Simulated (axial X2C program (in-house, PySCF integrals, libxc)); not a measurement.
# Nuclear properties of KSi⁺

Computed with an axial X2C code built on PySCF integrals: two-component X2C with atomic mean-field Coulomb and Gaunt terms, Gaussian nuclei, basis K dyall-cv3z, Si dyall-v3z with contracted cores.

R = 3.609 Å (near the PBE0 minimum at charge 1 of the determinant lowest at the starting distance; the state shown can have its own minimum elsewhere).

Input and command:
```json
{"zs": [19, 14], "q": 1, "bas": ["dyall-cv3z", "dyall-v3z"], "r0": 3.12, "levels": ["PBE0", "HF", "BP86", "TPSSh", "PBE50"], "nst": 3}
```
```bash
python soeom.py task.json out
```

Keys: zs atomic numbers; q charge; bas basis sets; r0 starting distance in Å; levels methods; nst determinants followed.

Determinant lowest in the PBE0 search, Ω = 2 (⟨Sz⟩ = 1.00, ⟨Lz⟩ = 1.00 at PBE0), spin on the atoms K 0.05, Si 0.95:

```json
{"level": "PBE0", "Eeff magnitude (GV/cm)": "0.109", "Ws magnitude K (kHz)": "0.00751", "Ws magnitude Si (kHz)": "0.0136", "A∥/gI K (MHz)": "25", "qzz K (a.u.)": "-0.10", "A∥/gI Si (MHz)": "104", "qzz Si (a.u.)": "-0.87"}
{"level": "HF", "Eeff magnitude (GV/cm)": "0.118", "Ws magnitude K (kHz)": "0.00635", "Ws magnitude Si (kHz)": "0.0163", "A∥/gI K (MHz)": "17.8", "qzz K (a.u.)": "-0.12", "A∥/gI Si (MHz)": "105", "qzz Si (a.u.)": "-0.94"}
{"level": "BP86", "Eeff magnitude (GV/cm)": "0.107", "Ws magnitude K (kHz)": "0.00812", "Ws magnitude Si (kHz)": "0.0126", "A∥/gI K (MHz)": "29", "qzz K (a.u.)": "-0.10", "A∥/gI Si (MHz)": "115", "qzz Si (a.u.)": "-0.86"}
{"level": "TPSSh", "Eeff magnitude (GV/cm)": "0.109", "Ws magnitude K (kHz)": "0.00703", "Ws magnitude Si (kHz)": "0.0139", "A∥/gI K (MHz)": "23.5", "qzz K (a.u.)": "-0.10", "A∥/gI Si (MHz)": "129", "qzz Si (a.u.)": "-0.90"}
{"level": "PBE50", "Eeff magnitude (GV/cm)": "0.111", "Ws magnitude K (kHz)": "0.00704", "Ws magnitude Si (kHz)": "0.0144", "A∥/gI K (MHz)": "21.6", "qzz K (a.u.)": "-0.10", "A∥/gI Si (MHz)": "106", "qzz Si (a.u.)": "-0.89"}
```

Eeff is the effective electric field on the electron electric dipole moment in this Ω state and Ws the scalar–pseudoscalar constant of the nucleus named (defined with the proton number Z and per Ω); A∥ (defined per Ω) follows by multiplying with gI = μI/(I μN); qzz is the electric field gradient, eQq0 = 234.96 MHz × Q/barn × qzz. The operators were transformed with the bare-nucleus X2C matrices; with these basis sets, hyperfine constants and field gradients can be off by tens of per cent, and where levels differ in sign neither size nor sign is settled.

Q: With gI(39K) = 0.2610, Q(39K) = 0.0603 barn, gI(29Si) = -1.1106 (g factors from the IAEA table of nuclear moments by Stone; Q from Pyykkö, Mol. Phys. 2018), turn the PBE0 values of the first state into constants in MHz.

A: A∥(39K) = 25 × 0.2610 = 6.53 MHz; eQq0(39K) = 234.96 × (0.0603) × (-0.10) = -1.42 MHz; A∥(29Si) = 104 × -1.1106 = -116 MHz.

Each state is one determinant with collinear spin, which with several unpaired electrons need not be a pure state. Unrestricted Hartree–Fock can overshoot spin polarisation at the nuclei. With several open shells hyperfine constants can be off by a factor of several. Open-shell Ω = 0 determinants with evenly filled partner blocks cannot be reached by this program, so the Ω shown need not be the lowest component. States lie within half an eV, so the first need not be the ground state. Further determinants of the search, some of them spin-mixed, are not shown.
